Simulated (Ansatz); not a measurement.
Molecule: sum formula AlOBr, net charge 0, singlet state. SMILES: [Al]([Br])=[O]
Coordinates optimised at B3LYP-D3(BJ)/def2-TZVP (Ansatz, a first-principles code):
```
Al
O 1 1.5972
Br 1 2.2226 2 180.00
```

Parts of the frozen-core correlation energy in STO-3G (Ansatz, hartree). Frozen orbitals: 20; correlated occupied orbitals by spin: 8 and 8; virtual: 4 and 4. No spin-orbit coupling. No relativistic terms.

```json
[
 {"term": "reference (HF)", "value": "-2857.51267"},
 {"term": "MP2 opposite-spin", "value": "___"},
 {"term": "MP2 same-spin", "value": "-0.03160"},
 {"term": "CCSD correlation", "value": "___"},
 {"term": "(T)", "value": "___"},
 {"term": "FCI minus CCSD(T)", "value": "0.00014"},
 {"term": "T1 diagnostic", "value": "0.039"},
 {"term": "largest doubles amplitude", "value": "0.100"}
]
```

What belongs in the gaps?


- MP2 opposite-spin, value: -0.08838
- CCSD correlation, value: -0.12169
- (T), value: -0.01874
